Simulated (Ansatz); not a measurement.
Consider the isomerisation: `O[SiH2][SiH]([SiH3])S` → `O[Si]([SiH3])([SiH3])S`.

Calculated with Ansatz (gas phase, PBE0-D4/def2-TZVP geometries, no zero-point term in ΔE). CBS: MP2 limit from def2 TZ/QZ plus the TZ coupled-cluster correction, frozen cores. DFT in def2-TZVPP. B3LYP here is the variant with VWN-RPA as its local correlation; programs differ in this. One conformer a species, not always the lowest.

`O[SiH2][SiH]([SiH3])S`:

Z-matrix (Å, degrees):
```
Si
Si 1 2.337
O 1 1.657 2 104.3
H 1 1.491 2 110.6 3 119.3
H 1 1.492 2 112.3 3 -120.7
S 2 2.148 1 106.0 3 -41.9
Si 2 2.337 1 111.9 3 -158.7
H 2 1.492 1 110.5 3 79.3
H 3 0.958 1 118.0 2 174.0
H 6 1.346 2 94.0 1 36.3
H 7 1.487 2 110.6 1 171.7
H 7 1.486 2 109.8 1 51.2
H 7 1.488 2 109.5 1 -68.4
```

`O[Si]([SiH3])([SiH3])S`:

Z-matrix (Å, degrees):
```
Si
Si 1 2.348
Si 1 2.337 2 113.5
O 1 1.654 2 112.7 3 120.3
S 1 2.147 2 103.2 3 -118.0
H 2 1.487 1 110.2 3 55.7
H 2 1.488 1 109.7 3 -64.3
H 2 1.490 1 110.5 3 176.1
H 3 1.489 1 109.4 2 -167.9
H 3 1.487 1 108.6 2 -49.1
H 3 1.487 1 111.7 2 71.2
H 4 0.960 1 117.0 2 65.4
H 5 1.345 1 95.6 2 168.6
```

```json
{"level": "r2SCAN", "ΔE (eV)": "-0.12"}
{"level": "B3LYP", "ΔE (eV)": "-0.10"}
```

**Question.** What does CCSD(T)/CBS give? (Estimate.)

**Answer.** Computed: -0.09 eV. The listed levels differ from it by -0.03, -0.01 eV.

Largest T1 diagnostic among the species: 0.013.

In def2-TZVPP, CCSD(T) changes the Hartree–Fock value by −0.04 eV (the triples alone add −0.01 eV) and MP2 by −0.03 eV.
